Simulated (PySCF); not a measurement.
Computed shifts of a molecule CH5F3Si2, B3LYP/pcSseg-1 run with PySCF, GIAO, gas phase, atoms alike by connectivity averaged where their shifts nearly agree, in ppm (number of nuclei): ¹³C: 2.3 (1). ²⁹Si: 17.3 (1), 5.4 (1). ¹⁹F: -165.4 (1), -166.8 (1), -235.2 (1). ¹H: 5.90 (1), 5.74 (1), 1.08 (3). References: ¹³C against TMS (σ = 181.3 ppm); ²⁹Si against TMS (σ = 338.7 ppm); ¹⁹F against CFCl3 (σ = 161.7 ppm); ¹H against TMS (σ = 31.68 ppm), references at their B3LYP-D3(BJ)/def2-TZVP geometries, non-relativistic. Geometry optimised at PBE-D3(BJ)/def2-SVP. Other conformers were not sampled.

**Question.** Pick the molecule that these values belong to.
A. C[SiH2][Si](F)(F)F
B. F[SiH2]C[SiH](F)F
C. C[Si@H](F)[SiH](F)F
D. F[SiH2]C(F)[SiH2]F

**Answer.** C, C[Si@H](F)[SiH](F)F
